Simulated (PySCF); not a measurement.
**Correlation energy of Ga (gallium, neutral)**

[Ar] 3d10 4s1 4p1 4d1, one real determinant (an excited configuration). All numbers are calculated (PySCF 2.14, scalar relativity through the core potential, in aug-cc-pwCVTZ-PP with ECP10MDF (8s7p6d4f1g, 96 functions)). Frozen: 3s2 3p6 3d10; 3 electrons correlated.

```json
{"level": "CCSD", "correlation energy (mhartree)": "-12.19"}
{"level": "(T)", "correlation energy (mhartree)": "-1.35"}
{"level": "CCSD(T)", "correlation energy (mhartree)": "-13.54"}
```

Diagnostics: T1 = 0.028, D1 = 0.0640, largest double amplitude 0.308.

The real determinant used has ⟨L²⟩ near 8 against 12 for a pure F term, so it mixes terms. The outer electron is Rydberg-like, and this basis confines it to a smaller radius and binds it less than a complete one would. A double-excitation amplitude exceeds 0.15, a sign of near-degeneracy.

Cost of the coupled-cluster step: roughly 15 core-seconds, for 3 correlated electrons.

Iterations:

```
CC2 = 0
CCSD nocc = (np.int64(3), np.int64(0)), nmo = (87, 87)
frozen orbitals [[0, 1, 2, 3, 4, 5, 6, 7, 8], [0, 1, 2, 3, 4, 5, 6, 7, 8]]
max_cycle = 100
direct = 0
conv_tol = 1e-08
conv_tol_normt = 1e-06
diis_space = 8
diis_start_cycle = 0
Init t2, MP2 energy = -0.00624203003665409
Init E_corr(UCCSD) = -0.00624203003837016
cycle = 1  E_corr(UCCSD) = -0.00850979917418132  dE = -0.00226776914  norm(t1,t2) = 0.035175
cycle = 2  E_corr(UCCSD) = -0.00948173466514863  dE = -0.000971935491  norm(t1,t2) = 0.0204325
cycle = 3  E_corr(UCCSD) = -0.0105191908851476  dE = -0.00103745622  norm(t1,t2) = 0.0140542
cycle = 4  E_corr(UCCSD) = -0.0105732508191529  dE = -5.4059934e-05  norm(t1,t2) = 0.00937627
cycle = 5  E_corr(UCCSD) = -0.0108240459682349  dE = -0.000250795149  norm(t1,t2) = 0.00873566
cycle = 6  E_corr(UCCSD) = -0.0114553177306872  dE = -0.000631271762  norm(t1,t2) = 0.00798162
cycle = 7  E_corr(UCCSD) = -0.0124576806067593  dE = -0.00100236288  norm(t1,t2) = 0.00457007
cycle = 8  E_corr(UCCSD) = -0.0120471593748636  dE = 0.000410521232  norm(t1,t2) = 0.00167597
cycle = 9  E_corr(UCCSD) = -0.0122175145503374  dE = -0.000170355175  norm(t1,t2) = 0.00085354
cycle = 10  E_corr(UCCSD) = -0.012183816789848  dE = 3.36977605e-05  norm(t1,t2) = 0.000195079
cycle = 11  E_corr(UCCSD) = -0.012194401072453  dE = -1.05842826e-05  norm(t1,t2) = 4.48541e-05
cycle = 12  E_corr(UCCSD) = -0.012190250445846  dE = 4.15062661e-06  norm(t1,t2) = 2.39682e-05
cycle = 13  E_corr(UCCSD) = -0.0121907334803793  dE = -4.83034533e-07  norm(t1,t2) = 2.45002e-06
cycle = 14  E_corr(UCCSD) = -0.0121906090420275  dE = 1.24438352e-07  norm(t1,t2) = 8.19247e-07
cycle = 15  E_corr(UCCSD) = -0.0121906102750858  dE = -1.23305821e-09  norm(t1,t2) = 3.69682e-08
UCCSD converged
E(UCCSD) = -257.9909994790386  E_corr = -0.01219061027508576
UCCSD(T) correction = -0.00135103125627659
```

The reference is one real determinant that mixes LS terms of this configuration.
